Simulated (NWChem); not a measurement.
SeICl; SMILES Cl[Se]I

Results from NWChem. Geometry: optimised at PBE0/def2-SVP. def2 effective core potentials on I; no spin-orbit coupling. Level PBE/def2-SVP: energy and gradient on several grids; changes count from the extra-fine grid, which is no exact limit either.

### Question
Which is the coarsest grid (xfine; xcoarse; fine; coarse; medium) from which on the energy stays within 100 μHa and each gradient component within 200 μHa/bohr of xfine?

### Answer
xcoarse.
```
grid     size of the energy change (μHa)  largest change of a gradient component (μHa/bohr)
-------  -------------------------------  -------------------------------------------------
xcoarse                             < 10                                                 50
coarse                              < 10                                               < 30
medium                              < 10                                               < 30
fine                                < 10                                               < 30
xfine                               < 10                                               < 30
```
